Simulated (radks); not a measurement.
The mean radii <r> (bohr) of the occupied orbitals of an atom or ion are listed with their occupations. Calculated with a radial shooting solver on a logarithmic mesh with Libxc functionals: scalar-relativistic Kohn-Sham, PBEsol, spin-polarised, spherical densities, finite nucleus; Fermi nuclear charge, rms radius of each element as measured or else 0.836 A^(1/3) + 0.57 fm.

| orbital | occ. | <r> |
|---|---|---|
| 1s | 2 | 0.05002 |
| 2s | 2 | 0.2074 |

Name the element and its charge. Open shells, if any, are filled with parallel spins first.

Answer. Z = 30, zinc, charge +26: Zn26+ in [He] 2s2. The 1s radius gives Z: for a bare nucleus <r> = (2 gamma + 1)/(2Z) with gamma = sqrt(1 - (Z/c)^2), 0.04919 bohr for Z = 30, and screening makes it slightly larger (0.05002 here). The occupations add up to 4, and the charge is Z minus that.
